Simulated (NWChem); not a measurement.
Program: NWChem. System: InO, charge 1, spin multiplicity 3, at the geometry of a parent with another charge or spin, in a state set for the comparison that need not be this species' ground state. Its SCF solution wasn't tested for a lower state. Level: UPBE/def2-TZVPD with def2 effective core potentials on In.

The NWChem input:

```
start mol
memory heap 200 mb stack 900 mb global 1100 mb
charge 1
geometry units angstroms nocenter noautoz
  In     0.000000     0.000000     0.272862
  O      0.000000     0.000000    -1.671279
  symmetry group C2v
end
basis spherical
  * library def2-tzvpd
end
ecp
  In library def2-ecp
end
dft
  xc xpbe96 cpbe96
  odft
  mult 3
  semidirect memsize 60000000 filesize 0
  iterations 100
end
task dft energy
```

NWChem printed:

```
             Northwest Computational Chemistry Package (NWChem) 7.3.0
             --------------------------------------------------------

                                NWChem Input Module
                                -------------------

 Scaling coordinates for geometry "geometry" by  1.889725989
 (inverse scale =  0.529177249)

 Turning off AUTOSYM since
 SYMMETRY directive was detected!

                             Geometry "geometry" -> ""
                             -------------------------

 Output coordinates in angstroms (scale by  1.889725989 to convert to a.u.)

  No.       Tag          Charge          X              Y              Z
 ---- ---------------- ---------- -------------- -------------- --------------
    1 In                  49.0000     0.00000000     0.00000000     0.27286200
    2 O                    8.0000     0.00000000     0.00000000    -1.67127900

 Effective nuclear repulsion energy (a.u.)     106.6987845058

            Nuclear Dipole moment (a.u.)
            ----------------------------
        X                 Y               Z
 ---------------- ---------------- ----------------
     0.0000000000     0.0000000000     0.0000113384

      Symmetry information
      --------------------

 Group name             C2v
 Group number             16
 Group order               4
 No. of unique centers     2

      Symmetry unique atoms

     1    2


 Summary of "ao basis" -> "" (spherical)
 ------------------------------------------------------------------------------
       Tag                 Description            Shells   Functions and Types
 ---------------- ------------------------------  ------  ---------------------
 *                         def2-tzvpd                 on all atoms

 Summary of "ao basis" -> "ao basis" (spherical)
 ------------------------------------------------------------------------------
       Tag                 Description            Shells   Functions and Types
 ---------------- ------------------------------  ------  ---------------------
 In                        def2-tzvpd               18       56   7s5p4d2f
 O                         def2-tzvpd               14       40   6s4p3d1f

 Summary of "ao basis" -> "ao basis" (spherical)
 ------------------------------------------------------------------------------
       Tag                 Description            Shells   Functions and Types
 ---------------- ------------------------------  ------  ---------------------
 In                        def2-tzvpd               18       56   7s5p4d2f
 O                         def2-tzvpd               14       40   6s4p3d1f

      Symmetry analysis of basis
      --------------------------

        a1         42
        a2         10
        b1         22
        b2         22

            General Information
            -------------------
          SCF calculation type: DFT
          Wavefunction type:  spin polarized.
          No. of atoms     :     2
          No. of electrons :    28
           Alpha electrons :    15
            Beta electrons :    13
          Charge           :     1
          Spin multiplicity:     3
          Use of symmetry is: on ; symmetry adaption is: on
          Maximum number of iterations: 100
          AO basis - number of functions:    96
                     number of shells:    32
          Convergence on energy requested:  1.00D-06
          Convergence on density requested:  1.00D-05
          Convergence on gradient requested:  5.00D-04
[...]
    65      0.302637  2 O  pz                68      0.248983  2 O  pz
     4     -0.229480  1 In s                  6      0.181201  1 In s
    61     -0.150628  2 O  s                 60     -0.127369  2 O  s

 Vector   13  Occ=1.000000D+00  E=-5.119731D-01  Symmetry=b1
              MO Center=  1.5D-15, -5.2D-15, -1.6D+00, r^2= 8.5D-01
   Bfn.  Coefficient  Atom+Function         Bfn.  Coefficient  Atom+Function
  ----- ------------  ---------------      ----- ------------  ---------------
    63      0.474984  2 O  px                66      0.394289  2 O  px
    69      0.269211  2 O  px                26     -0.108724  1 In d  1
    14      0.106977  1 In px                11     -0.090804  1 In px
    17      0.053981  1 In px                72      0.025973  2 O  px

 Vector   14  Occ=0.000000D+00  E=-4.785083D-01  Symmetry=b2
              MO Center= -3.7D-16, -8.6D-15, -1.5D+00, r^2= 9.9D-01
   Bfn.  Coefficient  Atom+Function         Bfn.  Coefficient  Atom+Function
  ----- ------------  ---------------      ----- ------------  ---------------
    64      0.452464  2 O  py                67      0.383278  2 O  py
    70      0.277241  2 O  py                15      0.132276  1 In py
    12     -0.110167  1 In py                24      0.108544  1 In d -1
    18      0.082004  1 In py                73      0.031444  2 O  py

 Vector   15  Occ=0.000000D+00  E=-4.570244D-01  Symmetry=a1
              MO Center=  1.8D-14, -4.6D-14, -1.7D-01, r^2= 3.0D+00
   Bfn.  Coefficient  Atom+Function         Bfn.  Coefficient  Atom+Function
  ----- ------------  ---------------      ----- ------------  ---------------
     5      0.563472  1 In s                  2      0.489742  1 In s
     1     -0.360804  1 In s                 65     -0.338159  2 O  pz
     6      0.313491  1 In s                  3     -0.308862  1 In s
    68     -0.285789  2 O  pz                16      0.252474  1 In pz
    13     -0.205378  1 In pz                 4     -0.178486  1 In s

 Vector   16  Occ=0.000000D+00  E=-2.949243D-01  Symmetry=b1
              MO Center= -4.8D-14, -1.3D-16,  2.7D-01, r^2= 3.3D+00
   Bfn.  Coefficient  Atom+Function         Bfn.  Coefficient  Atom+Function
  ----- ------------  ---------------      ----- ------------  ---------------
    17      0.609500  1 In px                14      0.456404  1 In px
    11     -0.362755  1 In px                63     -0.150768  2 O  px
    20      0.130629  1 In px                66     -0.124541  2 O  px
    69     -0.116927  2 O  px                 8     -0.056256  1 In px
    72     -0.041929  2 O  px                26      0.028984  1 In d  1

   alpha - beta orbital overlaps
   -----------------------------

   alpha      1      2      3      4      5      6      7      8      9     10
    beta      1      2      3      4      5      6      9      7      8     10
 overlap   1.000  1.000  1.000  1.000  1.000  0.984  1.000  0.999  1.000  1.000

   alpha     11     12     13     14     15     16     17     18     19     20
    beta     11     12     14     13     15     17     16     18     19     20
 overlap   0.983  0.981  0.988  0.999  0.983  0.991  0.999  0.995  0.995  1.000

   alpha     21     22     23     24     25     26     27     28     29     30
    beta     21     23     22     24     26     25     27     28     30     29
 overlap   0.997  0.942  0.923  0.994  0.947  0.925  0.997  0.997  0.997  0.998

   alpha     31     32     33     34     35     36     37     38     39     40
    beta     33     31     32     35     34     36     37     38     39     40
 overlap   0.811  0.999  0.812  0.997  0.997  0.994  0.993  1.000  0.993  0.997

   alpha     41     42     43     44     45     46     47     48     49     50
    beta     41     42     44     43     45     49     46     47     48     50
 overlap   1.000  0.997  0.997  1.000  0.998  0.996  0.789  0.999  0.789  0.999

   alpha     51     52     53     54     55     56     57     58     59     60
    beta     51     52     53     55     54     56     57     59     60     58
 overlap   0.999  0.999  0.999  0.999  0.999  0.999  0.999  0.999  0.999  0.999

   alpha     61     62     63     64     65     66     67     68     69     70
    beta     61     62     63     65     64     66     68     67     69     70
 overlap   0.999  1.000  0.997  1.000  1.000  0.996  1.000  1.000  1.000  1.000

   alpha     71     72     73     74     75     76     77     78     79     80
    beta     71     72     73     75     74     76     77     78     81     79
 overlap   1.000  1.000  0.997  0.999  1.000  0.996  0.995  0.998  0.931  0.984

   alpha     81     82     83     84     85     86     87     88     89     90
    beta     82     80     84     83     85     87     86     89     88     90
 overlap   0.972  1.000  0.931  0.984  0.972  0.990  1.000  1.000  1.000  0.990

   alpha     91     92     93     94     95     96
    beta     91     92     93     94     95     96
 overlap   1.000  1.000  1.000  1.000  1.000  1.000

     --------------------------
     Expectation value of S2:
     --------------------------
      <S2> =      2.0069 (Exact =     2.0000)

 center of mass
 --------------
 x =   0.00000000 y =   0.00000000 z =   0.06671123

 moments of inertia (a.u.)
 ------------------
         189.510882568924           0.000000000000           0.000000000000
           0.000000000000         189.510882568924           0.000000000000
           0.000000000000           0.000000000000           0.000000000000

     Multipole analysis of the density
     ---------------------------------

     L   x y z        total         alpha         beta         nuclear
     -   - - -        -----         -----         ----         -------
     0   0 0 0      1.000000    -15.000000    -13.000000     29.000000

     1   1 0 0     -0.000000     -0.000000     -0.000000      0.000000
     1   0 1 0     -0.000000     -0.000000     -0.000000      0.000000
     1   0 0 1      0.759388      9.273154      5.923987    -14.437752

     2   2 0 0    -16.720452     -9.187596     -7.532856      0.000000
     2   1 1 0     -0.000000     -0.000000      0.000000      0.000000
     2   1 0 1      0.000000      0.000000      0.000000      0.000000
     2   0 2 0    -15.664573     -9.160220     -6.504352      0.000000
     2   0 1 1      0.000000      0.000000      0.000000      0.000000
     2   0 0 2    -17.198641    -60.273070    -42.305844     85.380273

 Task  times  cpu:        6.3s     wall:        6.3s

 Total times  cpu:        6.3s     wall:        6.3s
```
